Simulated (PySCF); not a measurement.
Geometry:
| atom | x (Å) | y (Å) | z (Å) |
| --- | --- | --- | --- |
| C1 | 3.301 | 0.014 | 0.541 |
| C2 | 2.151 | -0.916 | 0.905 |
| C3 | 0.914 | -0.801 | 0.008 |
| B4 | -0.114 | -1.978 | 0.128 |
| C5 | -1.616 | -1.766 | -0.253 |
| C6 | -2.091 | -0.313 | -0.236 |
| C7 | -1.037 | 0.640 | -0.790 |
| C8 | 0.268 | 0.590 | -0.001 |
| H9 | 3.017 | 1.074 | 0.622 |
| H10 | 4.166 | -0.143 | 1.203 |
| H11 | 3.638 | -0.160 | -0.494 |
| H12 | 2.504 | -1.960 | 0.885 |
| H13 | 1.848 | -0.726 | 1.951 |
| H14 | 1.254 | -1.013 | -1.039 |
| H15 | 0.293 | -3.095 | 0.385 |
| H16 | -1.647 | -2.166 | -1.291 |
| H17 | -2.289 | -2.439 | 0.305 |
| H18 | -3.037 | -0.197 | -0.791 |
| H19 | -2.316 | -0.018 | 0.805 |
| H20 | -1.429 | 1.670 | -0.797 |
| H21 | -0.833 | 0.386 | -1.848 |
| H22 | 0.968 | 1.344 | -0.398 |
| H23 | 0.065 | 0.891 | 1.044 |

Geometry: PBE0-D3(BJ)/def2-SVP; GIAO shifts from PySCF 2.14.0 with density-fitted response routines, gas phase, non-relativistic, averaged over equivalent atoms.

At PBE0/pcSseg-1 (211 basis functions, 84 s wall time on 1 thread of an Arm Neoverse N1, shared host):
```
     atoms  δ (ppm)
        C3     45.7
        C8     30.4
        C5     29.7
        C7     29.6
        C2     29.5
        C6     25.4
        C1     15.5
        B4     87.3
       H15     7.38
       H17     2.02
       H22     2.01
       H12     1.95
       H20     1.82
       H18     1.73
       H13     1.28
       H19     1.28
       H21     1.27
H9/H10/H11     1.03
       H23     0.93
       H16     0.81
       H14     0.22
```

Referencing at the same level of theory: TMS for 13C (184.41 ppm), 1H (31.27 ppm); 11B (100.73 ppm) against BF3·OEt2.

Problem. Predict the values at B97-2/pcSseg-1 on the same geometry.

Solution. 
| atoms | δ at B97-2/pcSseg-1 | change |
| --- | --- | --- |
| C3 | 44.1 | -1.6 |
| C8 | 30.5 | +0.1 |
| C5 | 28.5 | -1.2 |
| C7 | 29.7 | +0.1 |
| C2 | 29.7 | +0.2 |
| C6 | 25.8 | +0.4 |
| C1 | 16.0 | +0.5 |
| B4 | 83.0 | -4.3 |
| H15 | 7.15 | -0.23 |
| H17 | 1.96 | -0.06 |
| H22 | 2.00 | -0.01 |
| H12 | 1.93 | -0.02 |
| H20 | 1.80 | -0.02 |
| H18 | 1.73 | +0.00 |
| H13 | 1.28 | +0.00 |
| H19 | 1.28 | +0.00 |
| H21 | 1.27 | +0.00 |
| H9/H10/H11 | 1.04 | +0.01 |
| H23 | 0.94 | +0.01 |
| H16 | 0.81 | +0.00 |
| H14 | 0.24 | +0.02 |

Shifts are taken against calculated references (same method and geometry level): TMS for 13C (σ = 183.69 ppm) and 1H (σ = 31.38 ppm); 11B (σ = 101.82 ppm) against BF3·OEt2.

The largest change is at B4 (boron bonded to 2 C, H, in a 6-membered ring). Cost: 211 basis functions, 69 s wall time on 1 thread of an Arm Neoverse N1, shared host. The order of the carbon signals changes between the two levels.

A carbon bonded to boron is broadened by the quadrupolar boron nucleus and is often missing from a measured spectrum.
